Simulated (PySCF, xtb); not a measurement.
Si(F)(OH)(NH2)2 (FH5N2OSi), SMILES [Si](N)(F)(O)N. Other conformers were not sampled.

Harmonic wavenumbers (cm⁻¹) from GFN2-xTB (xtb 6.7.1) at its own minimum, in rising order: 123, 162, 203, 223, 255, 278, 291, 314, 557, 578, 741, 804, 809, 829, 905, 949, 976, 1518, 1523, 3486, 3500, 3523, 3532, 3672.

Task: What does B3LYP-D3(BJ)/def2-SVP (PySCF) give at its own minimum? (Estimate from the structure and the level; the computed values follow.)

Result: 159, 222, 251, 261, 312, 340, 347, 348, 379, 435, 747, 775, 804, 833, 897, 968, 989, 1526, 1533, 3589, 3600, 3686, 3702, 3882. Paired by order, the mean absolute difference is 65 cm⁻¹ and the zero-point energies are 42.5 and 43.7 kcal/mol.
